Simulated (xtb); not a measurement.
C5H7BO, SMILES C#CB1OC[C@@H]1C. All values are semi-empirical tight-binding results from xtb (GFN2-xTB unless named), good for trends rather than for accurate numbers. Coordinates come from a GFN2-xTB optimisation. The structure was generated by enumeration; whether it is a known compound was not checked.

Optimised geometry:

Bond lengths (Å): C1–C2 1.204, C1–H8 1.052, C2–B3 1.508, B3–O4 1.364, B3–C6 1.604, O4–C5 1.430, C5–C6 1.544, C5–H9 1.092, C5–H10 1.092, C6–C7 1.522, C6–H11 1.092, C7–H12 1.088, C7–H13 1.090, C7–H14 1.088. Bond angles (°): C2–C1–H8 179.4, C1–C2–B3 178.0, C2–B3–O4 128.6, C2–B3–C6 137.8, O4–B3–C6 93.6, B3–O4–C5 92.8, O4–C5–C6 93.6, O4–C5–H9 110.7, O4–C5–H10 110.4, C6–C5–H9 116.2, C6–C5–H10 114.9, H9–C5–H10 109.9, B3–C6–C5 80.0, B3–C6–C7 121.1, B3–C6–H11 116.0, C5–C6–C7 115.7, C5–C6–H11 111.6, C7–C6–H11 109.5, C6–C7–H12 109.9, C6–C7–H13 110.9, C6–C7–H14 110.7, H12–C7–H13 108.6, H12–C7–H14 108.2, H13–C7–H14 108.5.
Charge 0, spin multiplicity 1.

Computed properties:
```json
{
 "orbital_gap": "4.08 eV",
 "dipole_moment": "1.29 D",
 "zero_point_energy": "68.0 kcal/mol",
 "G − E(el) at 298.15 K (modified RRHO)": "48.1 kcal/mol",
 "static polarisability (D4 model)": "68.3 bohr³",
 "solvation energy, GFN2-xTB/ALPB(water)": "-1.3 kcal/mol",
 "solvation energy, GFN2-xTB/ALPB(acetone)": "-7.2 kcal/mol"
}
```

Computed IR lines (harmonic; lines under 4 % of the strongest left out, lines within 3 cm⁻¹ merged):
ν (cm⁻¹): 562 (m), 669 (m), 697 (m), 761 (w), 905 (w), 928 (w), 991 (w), 1033 (s), 1067 (s), 1122 (w), 1159 (m), 1182 (w), 1245 (m), 1293 (vs), 1317 (vs), 2208 (m), 2948 (w), 2964 (vs), 3004 (s), 3027 (m), 3035 (m) (against the strongest line: vs over 80 %, s over 45 %, m over 15 %, w over 4 %, vw less)

Computed atomic charges and the Wiberg bond orders between heavy atoms:
charges (e) C1 -0.07, C2 -0.09, B3 0.35, O4 -0.32, C5 0.07, C6 -0.11, C7 -0.10, H8 0.08, H9 0.03, H10 0.04, H11 0.03, H12 0.04, H13 0.03, H14 0.03. Bond orders C1–C2 2.87, C2–B3 1.05, B3–O4 1.24, O4–C5 0.97, B3–C6 0.94, C5–C6 0.98, C6–C7 1.01.
